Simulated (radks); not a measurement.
Q: Radial electron density D(r) = 4 pi r^2 rho(r) of an atom or ion with 19 electrons. Calculated with a radial shooting solver on a logarithmic mesh with Libxc functionals: scalar-relativistic Kohn-Sham, PBE, spin-unpolarised, spherical densities, point nucleus.

| r (bohr) | D(r) (e/bohr) |
|---|---|
| 0.004688 | 1.106 |
| 0.006253 | 1.843 |
| 0.00834 | 3.011 |
| 0.01112 | 4.793 |
| 0.01484 | 7.365 |
| 0.01979 | 10.80 |
| 0.02618 | 14.78 |
| 0.03492 | 18.86 |
| 0.04658 | 21.70 |
| 0.06212 | 22.01 |
| 0.08285 | 19.60 |
| 0.1105 | 16.52 |
| 0.1474 | 16.19 |
| 0.1966 | 19.68 |
| 0.2622 | 22.82 |
| 0.3497 | 20.02 |
| 0.4664 | 11.99 |
| 0.6221 | 5.964 |
| 0.8297 | 5.652 |
| 1.107 | 6.794 |
| 1.476 | 5.253 |
| 1.969 | 2.402 |
| 2.605 | 0.6923 |
| 3.474 | 0.1803 |
| 4.634 | 0.1530 |
| 6.18 | 0.1687 |
| 8.243 | 0.1087 |
| 10.99 | 0.03466 |
| 14.66 | 0.005081 |
| 19.56 | 0.0002713 |

What is the nuclear charge?

A: Z = 19. The innermost maximum, from 1s, lies near gamma/Z bohr with gamma = sqrt(1 - (Z/c)^2) = 0.990, here 0.0521 bohr (found: 0.0555), and its height grows with Z. The density is that of neutral potassium in [Ar] 4p1; the configuration itself is not fixed sharply by these data, and Z only to about a unit. D(r) has 4 maxima, at r = 0.0555, 0.271, 1.11, 5.80 bohr, and minima at 0.131, 0.724, 4.08 bohr, inside which lie 2.15, 10.36, 18.12 electrons.
